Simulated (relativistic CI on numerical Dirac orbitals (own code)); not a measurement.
# Energy levels of Hf XXXV

Method of calculation: Dirac-Coulomb-Breit CI, KLI orbitals optimised for each configuration, model QED, unscaled Slater integrals (own radial code, finite nucleus).

Configurations in the expansion (outside the closed core [Ar] 3d10): 4s²4p⁶4d², 4s²4p⁶4d4f, 4s²4p⁵4d³, 4s4p⁶4d³, 4s²4p⁵4d²4f, 4s4p⁶4d²4f, 4s²4p⁶4d5s, 4s²4p⁶4f5s, 4s²4p⁶4d5p, 4s²4p⁶4d5d, 4s²4p⁵4d²5s, 4p⁶4d³4f, 4s²4p⁶4d5f, 4s²4p⁶5s5p, 4s4p⁶4d4f5s, 4s²4p⁶4d5g, 4s4p⁶4d²5s, 4s²4p⁵4d²5d, 4s²4p⁶4d6s, 4s²4p⁶4d6d, 4s²4p⁶4f², 4s²4p⁵4f³, 4s4p⁶4f³, 4p⁶4d⁴, 4p⁵4d⁵, 4p⁵4d⁴4f, 4s²4p⁶4f5p, 4s²4p⁵4f²5p, 4s4p⁶4f²5p, 4s²4p⁶5s², 4s²4p⁵4f5s², 4s4p⁶4f5s², 4s²4p⁶5p², 4s²4p⁵4f5p², 4s4p⁶4f5p², 4p⁶4d³5s, 4p⁵4d⁴5s, 4p⁵4d³4f5s, 4s4p⁶4d5s², 4s4p⁵4d4f5s², 4p⁶4d4f5s². Double excitations out of closed p, d and f shells are left out; levels of such configurations are missing from the list, as are those of other unlisted configurations, and high levels can miss mixing partners. These lack a partner that the ground configuration has and come out too high: 4s²4p⁵4d²5s, 4s4p⁶4d²5s, 4s²4p⁵4d²5d.

The lowest level is 4s²4p⁶4d² ³F2, with 76 % of that term; Hund's rules for 4s²4p⁶4d² give ³F with J = 2, in agreement.

```
No.  Configuration  Term  J  E (cm⁻¹)    %  Next component (%)  Lifetime (s)         jj configuration (%)
  1      4s²4p⁶4d²    ³F  2         0   76               20 ¹D                               4d3/2^2 (98)
  2      4s²4p⁶4d²    ³P  0     65089   76               23 ¹S      2.68e-01                 4d3/2^2 (96)
  3      4s²4p⁶4d²    ³F  3    119098   99    1 4s²4p⁵4d²4f ³F      3.00e-05             4d3/2 4d5/2 (99)
  4      4s²4p⁶4d²    ³P  2    150154   49               32 ¹D      5.59e-05             4d3/2 4d5/2 (98)
  5      4s²4p⁶4d²    ¹G  4    158941   60               40 ³F      1.92e-03             4d3/2 4d5/2 (94)
  6      4s²4p⁶4d²    ³P  1    160184   99    1 4s²4p⁵4d²4f ³P      7.00e-05             4d3/2 4d5/2 (99)
  7      4s²4p⁶4d²    ³F  4    265027   60               40 ¹G      2.12e-05                 4d5/2^2 (94)
  8      4s²4p⁶4d²    ³P  2    286034   48               46 ¹D      1.91e-05                 4d5/2^2 (99)
  9      4s²4p⁶4d²    ¹S  0    367834   77               23 ³P      9.04e-06                 4d5/2^2 (96)
 10      4s²4p⁵4d³   ⁵F°  2   1204307   26              24 ³D°      4.98e-10         4p3/2^3 4d3/2^3 (90)
 11      4s²4p⁵4d³   ⁵D°  1   1214602   36              23 ⁵F°      4.07e-10         4p3/2^3 4d3/2^3 (84)
 12      4s²4p⁵4d³   ⁵D°  0   1231027   68              30 ³P°      1.50e-09         4p3/2^3 4d3/2^3 (85)
 13      4s²4p⁵4d³   ³F°  3   1243941   23              19 ⁵G°      9.78e-10         4p3/2^3 4d3/2^3 (87)
 14      4s²4p⁵4d³   ⁵D°  3   1295732   33              31 ⁵F°      6.93e-10   4p3/2^3 4d3/2^2 4d5/2 (87)
 15      4s²4p⁵4d³   ⁵S°  2   1309861   38              19 ³P°      2.96e-10   4p3/2^3 4d3/2^2 4d5/2 (89)
 16      4s²4p⁵4d³   ⁵F°  4   1313094   34              33 ⁵G°      8.04e-10   4p3/2^3 4d3/2^2 4d5/2 (90)
 17      4s²4p⁵4d³   ³F°  2   1328204   41              35 ⁵D°      3.19e-10   4p3/2^3 4d3/2^2 4d5/2 (92)
 18      4s²4p⁵4d³   ⁵D°  1   1335553   40              36 ³D°      1.34e-10   4p3/2^3 4d3/2^2 4d5/2 (93)
 19      4s²4p⁵4d³   ⁵G°  5   1340522   29              25 ³G°      3.80e-10   4p3/2^3 4d3/2^2 4d5/2 (87)
 20      4s²4p⁵4d³   ³G°  3   1345391   44              30 ³F°      2.52e-10   4p3/2^3 4d3/2^2 4d5/2 (92)
 21      4s²4p⁵4d³   ³F°  4   1346921   33              20 ⁵D°      5.61e-10   4p3/2^3 4d3/2^2 4d5/2 (91)
 22      4s²4p⁵4d³   ³H°  6   1353099   45              22 ⁵G°      9.50e-03   4p3/2^3 4d3/2^2 4d5/2 (94)
 23      4s²4p⁵4d³   ³P°  0   1353842   48              27 ¹S°      8.78e-10   4p3/2^3 4d3/2^2 4d5/2 (82)
 24      4s²4p⁵4d³   ³G°  4   1373240   29              18 ¹G°      2.64e-09   4p3/2^3 4d3/2^2 4d5/2 (89)
 25      4s²4p⁵4d³   ³G°  3   1380162   23              21 ⁵D°      9.37e-10   4p3/2^3 4d3/2^2 4d5/2 (90)
 26      4s²4p⁵4d³   ³D°  2   1380808   30              24 ¹D°      1.01e-09   4p3/2^3 4d3/2^2 4d5/2 (91)
 27      4s²4p⁵4d³   ³S°  1   1381580   34              27 ³P°      1.26e-10   4p3/2^3 4d3/2^2 4d5/2 (92)
 28      4s²4p⁵4d³   ³G°  5   1406972   34              24 ¹H°      2.95e-09   4p3/2^3 4d3/2^2 4d5/2 (89)
 29      4s²4p⁵4d³   ⁵D°  4   1417941   43              26 ³G°      2.79e-09   4p3/2^3 4d3/2^2 4d5/2 (68)
 30      4s²4p⁵4d³   ³G°  3   1425230   55   22 4s²4p⁶4d4f ³G°      7.11e-12   4p3/2^3 4d3/2^2 4d5/2 (60)
 31      4s²4p⁵4d³   ³G°  4   1434298   29              23 ³F°      8.34e-10   4p3/2^3 4d3/2 4d5/2^2 (76)
 32      4s²4p⁵4d³   ³P°  2   1434488   39              18 ⁵S°      1.24e-10   4p3/2^3 4d3/2^2 4d5/2 (55)
 33      4s²4p⁵4d³   ³D°  2   1445518   42              21 ³F°      1.77e-10   4p3/2^3 4d3/2 4d5/2^2 (64)
 34      4s²4p⁵4d³   ⁵F°  5   1446558   28              22 ⁵G°      2.31e-10   4p3/2^3 4d3/2 4d5/2^2 (83)
 35      4s²4p⁵4d³   ³F°  2   1459304   38   13 4s²4p⁶4d4f ³F°      5.48e-12   4p3/2^3 4d3/2^2 4d5/2 (50)
 36      4s²4p⁵4d³   ⁵G°  6   1460397   53              28 ³I°      3.71e-05   4p3/2^3 4d3/2 4d5/2^2 (88)
 37      4s²4p⁵4d³   ³D°  3   1466002   40              18 ⁵P°      8.82e-11   4p3/2^3 4d3/2^2 4d5/2 (62)
 38      4s²4p⁵4d³   ³G°  3   1472076   21              20 ⁵D°      5.31e-11   4p3/2^3 4d3/2 4d5/2^2 (89)
 39      4s²4p⁵4d³   ³D°  2   1476443   27              16 ³P°      1.79e-11   4p3/2^3 4d3/2 4d5/2^2 (68)
 40      4s²4p⁵4d³   ³P°  1   1477013   60              14 ⁵D°      1.71e-11   4p3/2^3 4d3/2 4d5/2^2 (70)
 41      4s²4p⁵4d³   ³H°  5   1483189   35              30 ³G°      2.15e-10   4p3/2^3 4d3/2 4d5/2^2 (91)
 42      4s²4p⁵4d³   ³G°  4   1485672   35              29 ³F°      6.10e-11   4p3/2^3 4d3/2 4d5/2^2 (85)
 43      4s²4p⁵4d³   ³I°  7   1486955  100                          9.14e-05  4p3/2^3 4d3/2 4d5/2^2 (100)
 44      4s²4p⁵4d³   ³P°  1   1491530   25              24 ³D°      4.19e-12   4p3/2^3 4d3/2^2 4d5/2 (62)
 45      4s²4p⁵4d³   ³D°  3   1491986   49              12 ⁵P°      1.70e-10   4p3/2^3 4d3/2 4d5/2^2 (71)
 46      4s²4p⁵4d³   ³F°  4   1494263   49              24 ³G°      3.13e-11   4p3/2^3 4d3/2 4d5/2^2 (80)
 47      4s²4p⁵4d³   ³G°  5   1510763   58              12 ¹H°      3.80e-11   4p3/2^3 4d3/2 4d5/2^2 (84)
 48      4s²4p⁵4d³   ³D°  1   1512477   41              20 ³P°      6.04e-12   4p3/2^3 4d3/2 4d5/2^2 (40)
 49      4s²4p⁵4d³   ³F°  3   1517226   44              27 ³D°      1.20e-10   4p3/2^3 4d3/2 4d5/2^2 (88)
 50      4s²4p⁵4d³   ¹G°  4   1528265   37              23 ³F°      2.03e-10   4p3/2^3 4d3/2 4d5/2^2 (86)
 51      4s²4p⁵4d³   ³P°  0   1530441   79              13 ⁵D°      2.01e-10   4p3/2^3 4d3/2 4d5/2^2 (85)
 52      4s²4p⁵4d³   ³H°  6   1531199   68              26 ¹I°      4.38e-05   4p3/2^3 4d3/2 4d5/2^2 (99)
 53      4s²4p⁵4d³   ³D°  1   1535148   59              10 ¹P°      1.07e-11   4p3/2^3 4d3/2 4d5/2^2 (73)
 54      4s²4p⁵4d³   ¹D°  2   1545286   41              33 ³F°      1.98e-10   4p3/2^3 4d3/2 4d5/2^2 (92)
 55      4s²4p⁵4d³   ³G°  4   1556475   24              20 ³F°      1.62e-11   4p3/2^3 4d3/2 4d5/2^2 (47)
 56      4s²4p⁵4d³   ³F°  3   1567037   24              21 ³G°      2.22e-11   4p3/2^3 4d3/2 4d5/2^2 (69)
 57      4s²4p⁵4d³   ³F°  4   1579810   36   27 4s²4p⁶4d4f ³H°      9.15e-11   4p3/2^3 4d3/2 4d5/2^2 (53)
 58      4s²4p⁵4d³   ¹D°  2   1582019   24              19 ³P°      1.12e-11   4p3/2^3 4d3/2 4d5/2^2 (69)
 59      4s²4p⁵4d³   ³H°  6   1590552   54              25 ⁵G°      1.56e-05         4p3/2^3 4d5/2^3 (92)
 60      4s²4p⁵4d³   ³G°  5   1594688   44              28 ¹H°      2.64e-11   4p3/2^3 4d3/2 4d5/2^2 (82)
 61      4s²4p⁵4d³   ³F°  3   1596325   26              23 ³D°      7.59e-12   4p3/2^3 4d3/2 4d5/2^2 (50)
 62      4s²4p⁵4d³   ³P°  1   1598132   51              22 ³D°      4.98e-11   4p3/2^3 4d3/2 4d5/2^2 (85)
 63      4s²4p⁵4d³   ³D°  2   1601498   34   17 4s²4p⁶4d4f ³D°      6.67e-12   4p3/2^3 4d3/2 4d5/2^2 (59)
 64      4s²4p⁵4d³   ³D°  3   1606669   24              23 ¹F°      1.19e-11         4p3/2^3 4d5/2^3 (49)
 65      4s²4p⁵4d³   ³G°  5   1614372   41              20 ¹H°      3.02e-11         4p3/2^3 4d5/2^3 (79)
 66      4s²4p⁵4d³   ³P°  1   1618422   33              20 ³D°      5.81e-12   4p3/2^3 4d3/2 4d5/2^2 (57)
 67      4s²4p⁵4d³   ³P°  0   1619048   61              29 ¹S°      1.21e-10         4p3/2^3 4d5/2^3 (85)
 68      4s²4p⁵4d³   ³D°  2   1622900   31              22 ¹D°      1.42e-11   4p3/2^3 4d3/2 4d5/2^2 (59)
 69     4s²4p⁶4d4f   ³H°  4   1627366   48    14 4s²4p⁵4d³ ³F°      1.10e-11             4d3/2 4f5/2 (26)
 70      4s²4p⁵4d³   ³D°  2   1629767   20   14 4s²4p⁶4d4f ¹D°      2.07e-12   4p3/2^3 4d3/2 4d5/2^2 (37)
```

Energies count from the lowest computed level; ° marks odd parity; lifetimes are radiative, by E1, M1, E2, M2, E3 decay to levels of this space only. Filled j subshells are mostly left out of the jj labels.

The mean weight of the leading LS term, summed over parents, in these 70 levels is 44 %, and that of the leading jj configuration (from the same eigenvectors) 79 %, so jj coupling describes them better and the LS labels are nominal.

At this charge energies of transitions that change n are usually good to better than 1 %, and those within a shell (Δn = 0) to a few per cent. Terms inside the open d or f shell come out 10 to 20 % too wide with unscaled integrals.

LS names give the leading component of a level, which can be under half, so a name can repeat, a term be missing and a line seem to break the LS rules.
